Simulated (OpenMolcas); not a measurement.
# Re2+: moving or changing the point charges

Re2+ among 6 point charges of -1.7 e arranged as an octahedron (Oh), 1.98 Å from the ion.

```yaml
Program: OpenMolcas 26.06
Method: "SS-CASPT2, IPEA 0.25 Eh, imaginary shift 0.1 Eh (closed shells correlated: 5s 5p)"
Basis: ANO-RCC-VDZP [7s6p4d2f1g]
Scalar_Hamiltonian: DKH2, point nucleus
Active_space: 5 electrons in 5 orbitals (5d)
State_averaging: 2S+1 = 6 even, 1 root; 2S+1 = 4 even, 24 roots; 2S+1 = 2 even, 75 roots
Spin-orbit_coupling: state interaction with AMFI integrals over the reference wave functions
```

Runs around this geometry, states (labels of O, the rotations of Oh). Energies in cm-1 above the lowest state or level, χT in cm3 K/mol; under a threefold ground state the first gap can be a small split of the lowest multiplet, not the spin-orbit step; 10Dq and B are least-squares fits to the states below 45000 cm-1, weighted by degeneracy, with a free offset, and given where the rms deviation is under 5 % of |10Dq| (or 100 cm-1) and under 700 cm-1.

```csv
R (Å),q (e),Ground state,First state of that spin,10Dq,B (rms of fit),First gap with spin-orbit (degeneracies),χT at 300 K,First state of another spin
1.98,-1.36,6A1,,,,"1300 (2, 4)",1.402,2T2 5400
1.98,-1.7,2T2,2A2 14310,18105,608 (611),"4350 (2, 4)",0.662,6A1 2250
2.21,-1.7,6A1,,,,"360 (2, 4)",3.374,4T1 10390
```

The ground state changes within this set.

Roots that are degenerate in the reference are averaged as groups; the widest CASPT2 spread within a group is 220 cm-1 (the 3-fold group of multiplicity 2 near 32500 cm-1 above the lowest state of its run, R = 1.98, q = -1.7). Shifts and gaps below about the spread of the groups concerned are not significant. Free-ion shares, where given, are those of the reference states; single-state CASPT2 does not remix them. Spin-orbit coupling mixes the spin-free states strongly: the lowest level takes only 40 % from its leading state, 6A1 (figures for R = 1.98, q = -1.36; the like holds for R = 1.98, q = -1.7). This shell can be high or low spin here, a state of another spin lies low, and with metal d orbitals alone active their balance is uncertain, so the ground spin may be wrong (holds for R = 1.98, q = -1.36). Point charges give a weaker field than real ligands, and real ions of this kind are as a rule low spin; the high spin found here belongs to the model (holds for R = 1.98, q = -1.36; R = 2.21, q = -1.7). This shell can be high or low spin here, a state of another spin lies low, and with metal d orbitals alone active their balance is uncertain, so the ground spin may be wrong, although the usual error favours high spin (holds for R = 1.98, q = -1.7). This is an electrostatic model: the charges have no orbitals. No measured value stands beside these numbers.
